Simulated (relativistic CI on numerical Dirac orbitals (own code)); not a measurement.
Sc2+ in a cubic cluster: 3p photoemission with charge transfer

Computed with a charge-transfer multiplet model of a cubic metal-ligand cluster with up to 2 ligand holes, Slater and spin-orbit integrals from Dirac-Coulomb-Breit ions, Slater integrals scaled by 0.9. The ground state mixes d1 with configurations of k ligand holes L, whose averages lie at kΔ + k(k − 1)U_dd/2; a core hole lowers each added d electron by U_cd. 20 K, Lorentzian 0.9 eV and Gaussian 0.8 eV FWHM.

Atomic integrals in eV (Slater integrals scaled, ζ unscaled), ground: F2dd 5.299, F4dd 3.246, zeta_d 0.008; with the core hole: F2dd 5.299, F4dd 3.246, zeta_d 0.012, zeta_core 0.340, F2cd 8.700, G1cd 10.868, G3cd 6.602. Where a configuration has fewer than two d electrons, the dd integrals are those of d2.

Cluster parameters (eV): U_dd = 4.2, U_cd = 4.8, 10Dq = 0.95, 10Dq(ligand) = 0.1, V(eg) = 1.55, V(t2g) = -0.67, final-state hopping factor = 0.8.

```csv
Case,n_d,d1,d2L,d3L2,S
Δ = 3.6 eV,1.39,0.64,0.33,0.03,0.50
Δ = 6.6 eV,1.19,0.81,0.18,0.01,0.50
Δ = 9.6 eV,1.11,0.90,0.10,0.00,0.50
```

Weights, n_d and S are thermal averages at 20 K. Binding energies count from the first peak over 30 % of the highest in each spectrum, which can be another peak from case to case. The parameters are a model scan and need not match a compound or its usual spin state. Peaks in eV (height, largest 100):
- Δ = 3.6 eV: 0.0 (95), 0.9 (100), 3.9 (61), 7.5 (38), 10.9 (9), 14.3 (7), 16.0 (7)
- Δ = 6.6 eV: 0.0 (98), 1.8 (100), 12.3 (7), 15.3 (8)
- Δ = 9.6 eV: 0.0 (100), 2.0 (97), 13.0 (11)

Curve for Δ = 3.6 eV (points under 2 left out, the grid thinned):

(E (eV), Intensity): (-5.0, 3.2), (-4.4, 4.2), (-3.8, 5.9), (-3.3, 8.4), (-2.7, 15.2), (-2.1, 35.4), (-1.5, 70.2), (-0.9, 83.1), (-0.4, 91.5), (0.2, 95.1), (0.8, 99.4), (1.4, 89.6), (2.0, 70.3), (2.5, 65.0), (3.1, 59.6), (3.7, 60.5), (4.3, 60.0), (4.9, 58.5), (5.4, 53.6), (6.0, 42.0), (6.6, 35.8), (7.2, 37.4), (7.8, 36.8), (8.3, 28.1), (8.9, 17.8), (9.5, 12.0), (10.1, 9.4), (10.6, 9.3), (11.2, 9.0), (11.8, 6.2), (12.4, 4.3), (13.0, 4.1), (13.5, 5.2), (14.1, 6.5), (14.7, 6.0), (15.3, 5.5), (15.9, 6.5), (16.4, 6.2), (17.0, 4.6), (17.6, 3.3), (18.2, 3.3), (18.8, 3.0), (19.3, 2.5), (19.9, 2.8), (20.5, 2.1)

For the case Δ = 6.6 eV, Δ = 6.6 eV is larger than U_dd = 4.2 eV, the Mott-Hubbard side of the Zaanen-Sawatzky-Allen scheme. With the core hole the configuration with one ligand hole lies at Δ − U_cd = -1.2, 1.8, 4.8 eV from the one without, in the order of the table; where this is negative the screened configuration lies lower, though the effective hopping of about 2.7 eV (from the holes of the mixed ground state) mixes the two strongly wherever it is as large as the gap.
